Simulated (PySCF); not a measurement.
Ge(H)(Cl)3 anion (Cl₃GeH), SMILES [Cl][GeH]([Cl])[Cl] (connectivity only; charge and spin as stated), charge -1, multiplicity 2.

Geometry: B3LYP-D3(BJ)/def2-SVPD. The multiplicity is an assumed one; no other spin state was optimised. The isomer is the one that the SMILES or the coordinates give; other isomers of the formula were not compared.

All values below come from B3LYP-D3(BJ)/def2-SVPD run with PySCF.

Frequencies are harmonic and unscaled.

Modes within 1.5 cm⁻¹ of each other (mostly degenerate sets) share a row, with their intensities summed.

```csv
mode,ν (cm⁻¹),IR (km/mol),moving atoms (share of kinetic energy)
1–2,32,1.8,"Cl 91 %, Ge 9 %"
3,127,7.0,"Ge 56 %, Cl 43 %"
4,252,1.5,Cl 98 %
5–6,261,309.3,"Cl 51 %, Ge 49 %"
7–8,672,102.6,H 98 %
9,1961,166.9,H 98 %
```
